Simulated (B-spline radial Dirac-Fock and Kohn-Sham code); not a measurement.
**Total conversion coefficients of Ge against transition energy**

These are calculated numbers from a radial finite-basis atomic code; the model is a Dirac-Hartree-Slater potential of the neutral atom with a Latter tail (no hole, which puts coefficients of high multipoles low close above an edge), finite nucleus with surface currents. Subshells within 1 keV of threshold and pair formation are left out.

| energy (keV) | E1 | E2 | E4 | M2 | M3 | M4 |
| --- | --- | --- | --- | --- | --- | --- |
| 17.3 | 11.3 | 422 | 3.56e+06 | 701 | 28100 | 1.67e+06 |
| 19.6 | 8.00 | 272 | 1.51e+06 | 425 | 15500 | 764000 |
| 20 | 7.57 | 254 | 1.32e+06 | 392 | 14000 | 675000 |
| 32.5 | 1.92 | 46.2 | 52700 | 57.6 | 1420 | 38800 |
| 35.1 | 1.54 | 35.1 | 32200 | 42.7 | 988 | 25100 |
| 50 | 0.549 | 9.79 | 3640 | 10.9 | 190 | 3480 |
| 53.9 | 0.440 | 7.44 | 2330 | 8.21 | 135 | 2300 |
| 67.7 | 0.224 | 3.21 | 617 | 3.49 | 47.4 | 664 |
| 75.1 | 0.164 | 2.18 | 341 | 2.38 | 29.6 | 379 |
| 100 | 0.0695 | 0.749 | 68.6 | 0.839 | 8.25 | 82.6 |
| 118 | 0.0423 | 0.402 | 27.6 | 0.465 | 3.99 | 34.8 |
| 144 | 0.0233 | 0.190 | 9.41 | 0.232 | 1.70 | 12.5 |
| 200 | 0.00878 | 0.0561 | 1.66 | 0.0765 | 0.431 | 2.44 |
| 210 | 0.00761 | 0.0468 | 1.29 | 0.0651 | 0.353 | 1.93 |
| 236 | 0.00542 | 0.0306 | 0.706 | 0.0445 | 0.221 | 1.10 |
| 339 | 0.00195 | 0.00847 | 0.118 | 0.0143 | 0.0546 | 0.208 |
| 500 | 0.000708 | 0.00237 | 0.0202 | 0.00453 | 0.0135 | 0.0398 |
| 663 | 0.000363 | 0.00103 | 0.00639 | 0.00207 | 0.00528 | 0.0132 |
| 687 | 0.000335 | 0.000931 | 0.00558 | 0.00188 | 0.00471 | 0.0115 |
| 814 | 0.000232 | 0.000592 | 0.00300 | 0.00121 | 0.00277 | 0.00620 |
| 1000 | 0.000154 | 0.000356 | 0.00150 | 0.000717 | 0.00150 | 0.00305 |
| 1240 | 0.000103 | 0.000219 | 0.000775 | 0.000427 | 0.000820 | 0.00152 |
| 1260 | 0.000101 | 0.000211 | 0.000740 | 0.000411 | 0.000785 | 0.00145 |
| 1380 | 8.60e-05 | 0.000174 | 0.000571 | 0.000333 | 0.000614 | 0.00109 |
| 1550 | 7.09e-05 | 0.000137 | 0.000417 | 0.000256 | 0.000453 | 0.000775 |
| 1870 | 5.27e-05 | 9.56e-05 | 0.000258 | 0.000169 | 0.000283 | 0.000456 |
| 2000 | 4.76e-05 | 8.44e-05 | 0.000219 | 0.000147 | 0.000241 | 0.000380 |
| 2040 | 4.62e-05 | 8.14e-05 | 0.000209 | 0.000141 | 0.000230 | 0.000361 |

Task: How fast do they fall between 1870 and 2040 keV?

Result: As powers of the energy: E1 E^-1.51, E2 E^-1.85, E4 E^-2.42, M2 E^-2.12, M3 E^-2.41, M4 E^-2.70. Within one type (E or M) the higher multipoles fall faster.
